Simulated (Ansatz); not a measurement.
`S[SiH2]Cl` + `COC([SiH3])=S` → `CO[SiH](S)Cl` + `[SiH3]C=S`  (redistribution)

Computed with Ansatz on PBE0-D4/def2-TZVP structures; ΔE is electronic, products minus reactants. CBS: MP2 limit from def2 TZ/QZ plus the TZ coupled-cluster correction, frozen cores. Functionals use def2-TZVPP. HSE06 is defined as in plane-wave codes. Each species was taken in one conformer, which may not be the lowest.

```tsv
level	ΔE (kJ/mol)
HSE06-D4	-103.9
BHLYP-D4	-126.8
ωB97M-V	-118.9
r2SCANh	-107.4
LC-ωPBE	-114.2
RPA@PBE/def2-TZVPP	-116.7
HF/def2-TZVPP	-140.3
SCS-MP2/def2-QZVPP	-128.9
```

**Question.** What does CCSD(T)/CBS give? (Estimate.)

**Answer.** Ansatz gave: -125.6 kJ/mol. The listed levels differ from it by 21.7, -1.2, 6.7, 18.2, 11.4, 8.9, -14.7, -3.3 kJ/mol.

Largest T1 diagnostic among the species: 0.017.

From r2SCAN to r2SCAN0 (25 % exact exchange), in def2-TZVPP and without D4, ΔE moves by −9.4 kJ/mol. In def2-TZVPP, CCSD(T) changes the Hartree–Fock value by +17.0 kJ/mol (the triples alone add +6.7 kJ/mol) and MP2 by +16.5 kJ/mol. Leaving LDA and LC-ωPBE aside and taking each functional with its dispersion term where it has one, the values, not all of them listed here, spread over 35.3 kJ/mol, from BHLYP-D4 to PBE-D4. LDA lies +7.8 kJ/mol from PBE without D4.
